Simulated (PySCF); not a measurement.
BiCl2, SMILES [Cl][Bi+][Cl] (connectivity only; charge and spin as stated), charge +1, multiplicity 1. Geometry optimised at PBE-D3(BJ)/def2-TZVP. The multiplicity is an assumed one; other spin states were not compared. The isomer is the one that the SMILES or the coordinates give; other isomers of the formula were not compared. The def2 effective core potentials stand for the cores of Bi; spin–orbit coupling is left out.

These are PySCF with PBE-D3(BJ)/def2-TZVP values and carry that method's errors.

Harmonic wavenumbers (cm⁻¹): 115, 366, 379. Rotational constants (GHz): 4.101, 2.165, 1.417; symmetry number 2.

Work out the zero-point energy and the ideal-gas rigid-rotor harmonic-oscillator thermochemistry at 298.15 K and 1 atm.

ZPE = ½ Σ hcν = ½ × 861 cm⁻¹ = 5.15 kJ/mol. H − E(el) = 18.69 kJ/mol. Entropy in J/(mol K): translation 179.02, rotation 109.87, vibration 22.24, total 311.13. G − E(el) = -74.08 kJ/mol. Cp = 54.15 J/(mol K). Modes under 150 cm⁻¹ make the vibrational entropy uncertain.
